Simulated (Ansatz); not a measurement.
System: C₆H₁₁, charge 0, multiplicity 2. It need not be the lowest isomer of its formula. SMILES: C[C@H]1C[CH]CC1
Geometry from a B3LYP-D3(BJ)/def2-TZVP (Ansatz, an electronic-structure program) optimisation:
```
C
H 1 1.0961
C 1 1.5209 2 108.77
H 3 1.0923 1 111.36 2 59.90
H 3 1.0923 4 107.72 1 122.42
H 3 1.0934 4 107.79 5 116.04
C 1 1.5375 2 107.78 3 124.68
H 7 1.0910 1 112.69 2 -46.79
H 7 1.0947 8 107.47 1 120.22
C 7 1.5397 8 113.31 9 121.32
H 10 1.0948 7 112.92 8 -84.66
H 10 1.1010 11 105.68 7 -120.77
C 10 1.4941 11 113.28 12 -122.01
H 13 1.0808 10 124.22 11 46.54
C 13 1.4914 14 124.38 10 179.92
H 15 1.0951 13 113.57 14 45.22
H 15 1.1026 16 105.70 13 122.35
```
Charge 0, spin multiplicity 2.

Property: atomisation energy (electronic, to ground-state atoms), in kcal/mol. Correlated levels leave the core frozen unless marked. UHF or UKS for open shells. No spin-orbit coupling. No relativistic terms. The coupled-cluster limit lacks core correlation, which all-electron functionals hold. CBS(X,Y): correlation extrapolated as X^-3; Hartree-Fock from the larger set. [CCSD(T)-MP2]/basis is that difference in the basis named.

| level | program | atomisation energy (kcal/mol) |
|---|---|---|
| PBE-D4/def2-TZVPD | Ansatz + dftd4 | 1692.4 |
| revPBE-D3(BJ)/def2-TZVPD | Ansatz + dftd3 | (withheld) |
| PBE0/def2-TZVPD | Ansatz | 1668.2 |
| PBE0/def2-QZVPP | Ansatz | 1669.8 |
| CAM-B3LYP/def2-TZVPD | Ansatz | 1656.8 |
| RPA@PBE/cc-pVTZ | Ansatz | (withheld) |
| RI-MP2/CBS(cc-pVTZ,cc-pVQZ)+[CCSD(T)-MP2]/cc-pVTZ | Ansatz | (withheld) |

**Question.** Fill in the missing entries.

**Answer.** 
- revPBE-D3(BJ)/def2-TZVPD, atomisation energy (kcal/mol): 1651.8
- RPA@PBE/cc-pVTZ, atomisation energy (kcal/mol): 1551.7
- RI-MP2/CBS(cc-pVTZ,cc-pVQZ)+[CCSD(T)-MP2]/cc-pVTZ, atomisation energy (kcal/mol): 1654.7
